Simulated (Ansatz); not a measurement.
Consider the redistribution: `NB(S)Br` + `[SH][SnH]([SH])[SH]` → `NBBr` + `[SH][Sn]([SH])([SH])[SH]`.

Computed with Ansatz on PBE0-D4/def2-TZVP structures; ΔE is electronic, products minus reactants. CCSD(T)/CBS adds triple-zeta CCSD(T) − MP2 to the extrapolated MP2 energy (def2 sets, frozen cores). Elements past krypton have def2 core potentials. For Br, Sn outer-core shells are correlated without core-valence functions, which leaves a few kJ/mol of doubt a bond. Scalar relativity is left out up to krypton. One conformer a species, not always the lowest.

| level | ΔE (kJ/mol) |
| --- | --- |
| MP2/def2-TZVPP | -16.0 |
| SCS-MP2/def2-TZVPP | -16.7 |
| MP2/def2-QZVPP | -18.4 |
| MP2/CBS(def2) | -19.4 |

Problem. What does CCSD(T)/CBS give? (Estimate.)

Solution. Ansatz gave: -17.0 kJ/mol. The listed levels differ from it by 1.0, 0.3, -1.4, -2.4 kJ/mol.

Largest T1 diagnostic among the species: 0.012.
